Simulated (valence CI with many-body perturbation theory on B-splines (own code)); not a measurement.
Values are calculated unless marked as measured or tabulated.
# Tb42+: magnetic and hyperfine properties of the levels

Level of theory: configuration interaction combined with many-body perturbation theory (CI+MBPT): five valence electrons over a frozen Dirac-Fock core [Ar], a basis of 7 s, 7 p, 8 d, 6 f, 4 g, 1 h functions for each j, with the one-electron correlation potential Σ1 (screened to all orders), the two-electron term Σ2, the three-electron term Σ3, Breit, model QED; selected single and double excitations, second order for the rest (own B-spline code, finite nucleus).

The last digits are not significant, and no measured levels were compared; by estimate large intervals hold to a few tenths of a per cent, small ones and those within an open d or f shell to about a per cent. Only levels of the ground parity were solved; by the run's estimate the other parity begins above the list, which can be wrong where configurations are misplaced.

A/g_I is the dipole constant over the nuclear g factor μ/I (μ in nuclear magnetons, uniformly magnetised nucleus), B/Q the quadrupole constant per barn. Both hold the static response of the core; the bare values leave it out. Large factors of s and p1/2 electrons are usually good to 5 to 10 %; those of open d and f shells near neutrality can be off by tens of per cent, and small factors of p3/2, d and f electrons come from cancelling terms and can be off by a factor of two or in sign, in half-filled shells by more. B is blank for J = 1/2, where it vanishes, and for nearly pure S terms. Energies count from the lowest level.

Levels are named by their leading jj configuration (3d3/2^4 stands for four electrons in 3d with j = 3/2), which in mixed levels can hold well under half, so a name can repeat and another be missing. Letters in brackets count levels of one name in rising energy.

```tsv
Level	E (eV)	g	A/g_I (MHz)	A/g_I bare	B/Q (MHz/b)	B/Q bare
(3d3/2^4 3d5/2) J=5/2	0.00	1.377	19900	20700	35600	36000
(3d3/2^3 3d5/2^2) J=5/2 [a]	27.76	1.326	14100	14800	18300	18500
(3d3/2^3 3d5/2^2) J=7/2 [a]	38.11	1.153	27300	27700	43900	44500
(3d3/2^3 3d5/2^2) J=3/2 [a]	39.30	1.199	33000	33500	36700	37200
(3d3/2^3 3d5/2^2) J=11/2	39.46	1.116	34300	34600	-143	-215
(3d3/2^3 3d5/2^2) J=9/2	43.51	1.139	30700	31100	44200	44700
(3d3/2^3 3d5/2^2) J=5/2 [b]	45.95	1.142	31600	31900	1600	1640
(3d3/2^3 3d5/2^2) J=1/2	47.84	1.843	-17100	-15300		
(3d3/2^3 3d5/2^2) J=7/2 [b]	50.43	1.091	36900	37200	-45000	-45600
(3d3/2^3 3d5/2^2) J=3/2 [b]	62.07	0.793	58900	58600	-42400	-43000
(3d3/2^2 3d5/2^3) J=5/2 [a]	65.41	1.261	13700	14400	2750	2790
(3d3/2^2 3d5/2^3) J=7/2 [a]	71.91	1.211	23300	23800	-4210	-4280
(3d3/2^2 3d5/2^3) J=11/2	72.65	1.081	34000	34300	1260	1280
(3d3/2^2 3d5/2^3) J=9/2 [a]	74.40	1.142	29400	29700	-6460	-6560
(3d3/2^2 3d5/2^3) J=13/2	77.07	1.069	36300	36500	-64.0	-58.4
(3d3/2^2 3d5/2^3) J=1/2 [a]	77.34	0.517	88100	87200		
(3d3/2^2 3d5/2^3) J=3/2 [a]	78.53	1.178	28600	29000	2400	2420
(3d3/2^2 3d5/2^3) J=5/2 [b]	79.96	1.019	39400	39600	-6870	-6950
(3d3/2^2 3d5/2^3) J=9/2 [b]	84.47	1.100	33300	33600	1800	1830
(3d3/2^2 3d5/2^3) J=7/2 [b]	86.55	0.983	44300	44300	-1440	-1460
(3d3/2^2 3d5/2^3) J=5/2 [c]	88.02	1.042	37700	37900	7570	7660
(3d3/2^2 3d5/2^3) J=3/2 [b]	89.56	0.831	55000	54800	4280	4360
(3d3/2^2 3d5/2^3) J=7/2 [c]	93.49	1.039	40000	40200	3150	3190
(3d3/2^2 3d5/2^3) J=1/2 [b]	93.68	1.798	-18300	-16600		
(3d3/2^2 3d5/2^3) J=9/2 [c]	100.65	1.105	32900	33200	23700	24000
(3d3/2 3d5/2^4) J=5/2 [a]	108.69	1.249	17900	18500	-21700	-22000
(3d3/2^2 3d5/2^3) J=3/2 [c]	114.11	1.176	27400	27900	-18600	-18900
(3d3/2^2 3d5/2^3) J=5/2 [d]	115.77	1.133	26300	26600	19500	19800
(3d3/2 3d5/2^4) J=7/2 [a]	116.43	1.185	25800	26300	-55500	-56300
(3d3/2 3d5/2^4) J=11/2	118.04	1.065	35400	35600	-1210	-1150
(3d3/2 3d5/2^4) J=3/2 [a]	119.53	0.954	38700	38700	-40600	-41100
(3d3/2 3d5/2^4) J=9/2	124.73	1.110	31400	31700	-63100	-64000
(3d3/2 3d5/2^4) J=5/2 [b]	128.57	1.111	31400	31700	6110	6200
(3d3/2 3d5/2^4) J=7/2 [b]	131.20	0.994	40000	40100	59000	59900
(3d3/2 3d5/2^4) J=1/2	139.12	1.146	-4580	-4170		
(3d3/2 3d5/2^4) J=3/2 [b]	151.56	0.876	57300	57100	58200	59100
(3d5/2^5) J=5/2	161.44	1.146	25400	25800	-62900	-63700
```

**Question.** Take the isotope of mass number 159, with I = 3/2, μ = 2.009 μN and Q = 1.432 b. What is the hyperfine structure of (3d3/2^4 3d5/2) J=5/2?

**Answer.** From the table A = 26600 MHz, B = 51000 MHz. Shifts from the centre of gravity in MHz: F = 1: -104000, F = 2: -91600, F = 3: -34700, F = 4: 112000.
